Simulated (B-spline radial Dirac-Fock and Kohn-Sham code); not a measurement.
# Binding energies of Mo¹¹⁺ at several levels of theory

System: the Mo¹¹⁺ ion in the configuration 1s2 2s2 2p6 3s2 3p6 3d10 4s2 4p1.

The density-functional columns are spherical, spin-unpolarised Dirac-Kohn-Sham results without Breit or QED terms: −ε is minus the orbital energy of the initial state and ΔSCF the difference of two total energies. The reference in the last column comes from ΔSCF Dirac-Fock with Breit, self-energy and vacuum polarisation, finite nucleus, configuration average. All numbers are from a radial finite-basis atomic code, in eV; a selection of levels is shown. The Kohn-Sham columns are given as differences from the reference. For the 1s level of heavy atoms much of the gap between ΔSCF and the reference is the Breit and QED part, -54.4 eV here; for other levels the error of the functional can be larger.

| level | LDA −ε − DF | LDA ΔSCF − DF | Dirac-Fock |
| --- | --- | --- | --- |
| K (1s) | -233.1 | +48.4 | 20239.8 |
| L1 (2s) | -96.1 | -40.8 | 3108.1 |
| L2 (2p1/2) | -71.8 | -5.2 | 2862.7 |
| L3 (2p3/2) | -73.2 | -9.1 | 2757.6 |
| M1 (3s) | -49.0 | -25.4 | 734.3 |
| M2 (3p1/2) | -38.6 | -14.8 | 639.6 |
| M3 (3p3/2) | -38.4 | -15.0 | 621.5 |
| M4 (3d3/2) | -23.3 | +1.2 | 456.9 |
| M5 (3d5/2) | -23.5 | +0.9 | 453.7 |
| N1 (4s) | -7.3 | +4.0 | 255.8 |
| N2,3 (4p) | -9.3 | +1.4 | 227.4 |

Values without a named source are computed, but for edge energies of neutral atoms, which are taken from tables.
